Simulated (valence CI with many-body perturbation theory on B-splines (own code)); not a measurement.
# Forbidden lines of Bi61+

Calculated by valence CI with perturbative core correlation (CI+MBPT): four valence electrons over a frozen Dirac-Fock core [Ar], a basis of 9 s, 9 p, 10 d, 8 f, 5 g, 3 h, 1 i functions for each j, with the one-electron correlation potential Σ1 (screened to all orders), the two-electron term Σ2, the three-electron term Σ3, Breit, model QED; selected single and double excitations, second order for the rest (own B-spline code, finite nucleus).

No measured spectrum was set against this ion. As an estimate, large intervals hold to a few tenths of a per cent, small ones and those within an open d or f shell to about a per cent. The list stops below the first excitations out of the core. Only levels of the ground parity were solved; by the run's estimate the other parity begins above the list, which can be wrong where configurations are misplaced.

Lines 1 to 27 of 27 in falling wavelength, among levels below 2270700 cm⁻¹, chosen from the decays that carry over 1 % of a level's rate. Wavelengths and rates use the calculated energies. Electric multipoles are in the length gauge, E1 and E2 with the static RPA response of the core. S is in atomic units (e²a₀⁴ for E2 and M2, e²a₀⁶ for E3), for M1 in squared Bohr magnetons. Weak lines are less certain than strong ones. Lines between different terms over intervals too small for the method are left out, as are lines whose strength nearly cancels. The highest levels of a list are the least certain.

Levels are named by their leading jj configuration (3d3/2^4 stands for four electrons in 3d with j = 3/2), which in mixed levels can hold well under half, so a name can repeat and another be missing. Letters in brackets count levels of one name in rising energy.

```tsv
λ vac (nm)	Upper	Lower	Type	A (s⁻¹)	S (a.u.)
426.3	(3d3/2^2 3d5/2^2) J=6	(3d3/2^2 3d5/2^2) J=5	M1	8.54e+01	3.19e+00
347.0	(3d3/2^3 3d5/2) J=3	(3d3/2^3 3d5/2) J=2	M1	2.32e+02	2.51e+00
143.5	(3d3/2^3 3d5/2) J=3	(3d3/2^3 3d5/2) J=4	M1	2.41e+03	1.85e+00
68.15	(3d3/2^3 3d5/2) J=2	(3d3/2^3 3d5/2) J=1	M1	3.58e+04	2.10e+00
12.02	(3d3/2^2 3d5/2^2) J=2 [a]	(3d3/2^3 3d5/2) J=3	M1	5.03e+05	1.62e-01
11.66	(3d3/2^2 3d5/2^2) J=4 [a]	(3d3/2^3 3d5/2) J=3	M1	1.97e+06	1.04e+00
11.62	(3d3/2^2 3d5/2^2) J=2 [a]	(3d3/2^3 3d5/2) J=2	M1	5.24e+06	1.52e+00
11.37	(3d3/2^2 3d5/2^2) J=3 [a]	(3d3/2^3 3d5/2) J=3	M1	1.08e+07	4.12e+00
11.01	(3d3/2^2 3d5/2^2) J=3 [a]	(3d3/2^3 3d5/2) J=2	M1	7.61e+06	2.64e+00
10.78	(3d3/2^2 3d5/2^2) J=4 [a]	(3d3/2^3 3d5/2) J=4	M1	1.70e+07	7.10e+00
10.75	(3d3/2^3 3d5/2) J=1	(3d3/2^4) J=0	M1	1.87e+07	2.59e+00
10.25	(3d3/2^2 3d5/2^2) J=5	(3d3/2^3 3d5/2) J=4	M1	8.91e+06	3.91e+00
10.15	(3d3/2^2 3d5/2^2) J=3 [b]	(3d3/2^3 3d5/2) J=3	M1	2.66e+06	7.23e-01
10.09	(3d3/2^2 3d5/2^2) J=4 [b]	(3d3/2^3 3d5/2) J=3	M1	3.31e+06	1.13e+00
10.05	(3d3/2^2 3d5/2^2) J=1	(3d3/2^3 3d5/2) J=2	M1	1.69e+07	1.91e+00
10.01	(3d3/2^2 3d5/2^2) J=6	(3d3/2^3 3d5/2) J=4	E2	1.13e+03	1.32e-04
9.925	(3d3/2^2 3d5/2^2) J=2 [a]	(3d3/2^3 3d5/2) J=1	M1	2.53e+07	4.59e+00
9.896	(3d3/2^2 3d5/2^2) J=0	(3d3/2^3 3d5/2) J=1	M1	4.15e+07	1.49e+00
9.878	(3d3/2^2 3d5/2^2) J=2 [b]	(3d3/2^3 3d5/2) J=3	M1	1.17e+05	2.09e-02
9.865	(3d3/2^2 3d5/2^2) J=3 [b]	(3d3/2^3 3d5/2) J=2	M1	2.88e+05	7.18e-02
9.605	(3d3/2^2 3d5/2^2) J=2 [b]	(3d3/2^3 3d5/2) J=2	M1	4.56e+06	7.50e-01
9.483	(3d3/2^2 3d5/2^2) J=3 [b]	(3d3/2^3 3d5/2) J=4	M1	8.87e+06	1.96e+00
9.428	(3d3/2^2 3d5/2^2) J=4 [b]	(3d3/2^3 3d5/2) J=4	M1	4.22e+04	1.18e-02
9.287	(3d3/2^3 3d5/2) J=2	(3d3/2^4) J=0	E2	5.78e+03	1.78e-04
8.828	(3d3/2^2 3d5/2^2) J=2 [c]	(3d3/2^3 3d5/2) J=3	M1	1.48e+07	1.88e+00
8.609	(3d3/2^2 3d5/2^2) J=2 [c]	(3d3/2^3 3d5/2) J=2	M1	4.73e+06	5.59e-01
8.418	(3d3/2^2 3d5/2^2) J=2 [b]	(3d3/2^3 3d5/2) J=1	M1	6.88e+05	7.61e-02
```
